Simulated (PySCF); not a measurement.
**The third ionisation energy along group 14**

Calculated with PySCF 2.14 from differences of total energies of unrestricted determinants, without spin-orbit coupling. Values in eV. The last column holds reference values (NIST; (s) semi-empirical, (t) theoretical, else measured). Unmarked ones compare directly (S terms, centres of terms, or small fine structure); those marked * lie between the lowest fine-structure levels and include a spin-orbit shift.

| element | configurations | UHF | MP2 (valence) | CCSD (valence) | CCSD(T) (valence) | CCSDT (valence) | PBE0 | reference |
| --- | --- | --- | --- | --- | --- | --- | --- | --- |
| C (aug-cc-pVDZ-DK, spin-free X2C) | [He] 2s2 → [He] 2s1 | 45.845 | 46.922 | 47.802 | 47.802 | 47.802 | 47.109 | 47.888 |
| Si (aug-cc-pVDZ-DK, spin-free X2C) | [Ne] 3s2 → [Ne] 3s1 | 32.057 | 32.841 | 33.240 | 33.240 | 33.240 | 33.366 | 33.493 |
| Ge (aug-cc-pVDZ-DK, spin-free X2C) | [Ar] 3d10 4s2 → [Ar] 3d10 4s1 | 32.267 | 32.966 | 33.302 | 33.302 | 33.302 | 34.094 | 34.058 |

| method | elements | mean error (eV) | mean absolute error (eV) | largest error (eV) |
| --- | --- | --- | --- | --- |
| UHF | 3 | -1.756 | 1.756 | -2.043 |
| MP2 (valence) | 3 | -0.903 | 0.903 | -1.092 |
| CCSD (valence) | 3 | -0.365 | 0.365 | -0.755 |
| CCSD(T) (valence) | 3 | -0.365 | 0.365 | -0.755 |
| CCSDT (valence) | 3 | -0.365 | 0.365 | -0.755 |
| PBE0 | 3 | -0.290 | 0.314 | -0.779 |

Errors include the incompleteness of the basis and the frozen core.

"Valence" correlates the outer s and p shells and, in groups 3 to 12 and the f block, the outer d or f shell, open or full, or the next shell where the ion has no valence electron left; the wider scheme adds the next inner shell.
